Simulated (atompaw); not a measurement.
Plane-wave convergence, PAW (atompaw) potential for lithium (Li)

- Element: lithium (Li)
- Generator: atompaw 4.2.0.5
- Type: PAW
- Functional: PBE
- Relativity: scalar-relativistic
- Frozen core: none
- Valence charge: 3
- Reference configuration: 1s2 2s0.75 2p0.25
- Partial waves: 1s (bound): rc 0.50 bohr; 2s (bound): rc 3.00 bohr; 2p (bound): rc 3.00 bohr; 2p channel at 0.6 Ry: rc 3.00 bohr; 3d channel at -0.05 Ry: rc 3.00 bohr; 3d channel at 3.15 Ry: rc 3.00 bohr
- Local potential: ultrasoft scheme with l = 3 at 0 Ry, radius 2.35 bohr
- Core correction: none
- Augmentation charge: besselshape compensation charge, radius 2.35 bohr; PAW radius 3.00 bohr; waves and projectors: custom polynom vanderbiltortho

The pseudo-atom Hamiltonian at the reference potential is diagonalised in spherical Bessel functions j_l(qr) that vanish at 20 bohr, with q² up to the cutoff. All-electron valence levels (Ry): 1s -3.8401, 2s -0.2214, 2p -0.0900.

Question: How do the lowest levels (Ry) of each channel move with the cutoff, and are there ghosts?

Answer:

| cutoff (Ry) | s #1 | s #2 | p #1 | d #1 | d #2 | f #1 | Σ f·Δε (mRy) |
| --- | --- | --- | --- | --- | --- | --- | --- |
| 8 | -0.2214 | -0.0047 | -0.0900 | 0.0343 | 0.1270 | 0.0885 | 7237.4 |
| 21 | -2.1050 | -0.2214 | -0.0900 | 0.0343 | 0.1270 | 0.0885 | 3470.2 |
| 45 | -3.3180 | -0.2214 | -0.0900 | 0.0343 | 0.1270 | 0.0885 | 1044.2 |
| 80 | -3.7209 | -0.2214 | -0.0900 | 0.0343 | 0.1270 | 0.0885 | 238.4 |
| 140 | -3.8313 | -0.2214 | -0.0900 | 0.0343 | 0.1270 | 0.0885 | 17.5 |
| 260 | -3.8399 | -0.2214 | -0.0900 | 0.0343 | 0.1270 | 0.0885 | 0.3 |
| 400 | -3.8401 | -0.2214 | -0.0900 | 0.0343 | 0.1270 | 0.0885 | 0.0 |

Result: no extra level below or beside the all-electron valence levels (s, p, d, f tested); 10 mRy is reached at 160 Ry and 1 mRy at 200 Ry.
